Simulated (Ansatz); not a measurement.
`[SiH3][O][InH2]` + `[SiH3]N[SiH3]` → `[SiH3][N]([SiH3])[InH2]` + `O[SiH3]` at 700 K and 1 bar (ligand exchange at the In–O bond).

Program: Ansatz. Geometries: PBE0-D4/def2-TZVP. ΔE: electronic, gas phase. CBS: MP2 limit from def2 TZ/QZ plus the TZ coupled-cluster correction, frozen cores. This one scheme is used for every species. def2 core potentials past Kr. For In outer-core shells are correlated without core-valence functions, which leaves a few kJ/mol of doubt a bond.

| species | CCSD(T)/CBS energy (Eh) | H − E (kJ/mol) | S (J/(mol·K)) |
| --- | --- | --- | --- |
| `[SiH3][O][InH2]` | -557.10255 | 174.0 | 443.4 |
| `[SiH3]N[SiH3]` | -637.10515 | 245.6 | 444.2 |
| `[SiH3][N]([SiH3])[InH2]` | -827.51128 | 275.2 | 546.6 |
| `O[SiH3]` | -366.69042 | 144.6 | 321.6 |

H − E and S are ideal-gas, rigid-rotor, harmonic terms from PBE0-D4/def2-TZVP. 1 Eh = 2625.50 kJ/mol, R = 8.31446 J/(mol·K).

By hand: ΔE, ΔH, ΔS and ΔG.

ΔE = (-827.51128) + (-366.69042) − (-557.10255) − (-637.10515) = 0.00600 Eh = 15.8 kJ/mol. Δ(H − E) = 275.2 + 144.6 − 174.0 − 245.6 = 0.2, so ΔH = 16.0 kJ/mol. ΔS = 546.6 + 321.6 − 443.4 − 444.2 = -19.4 J/(mol·K). ΔG = 16.0 − 700 × (-19.4)/1000 = 29.6 kJ/mol.

By hand: the equilibrium constant, and the temperature at which ΔG would vanish if ΔH and ΔS stayed fixed.

log₁₀ K = −ΔG/(RT ln 10) = -2.2. ΔH and −TΔS have one sign here, so there is no such temperature.

TΔS isn't small against ΔH here. A doubt of 5 kJ/mol in ΔE shifts log₁₀ K by 0.4 here. Modes under 60 cm⁻¹, often nearly free rotors, make the harmonic entropy too high. These are equilibria of isolated gas molecules and say nothing of rates. Largest T1 diagnostic: 0.015 (customary marks: 0.02 for closed shells, 0.045 for open ones).
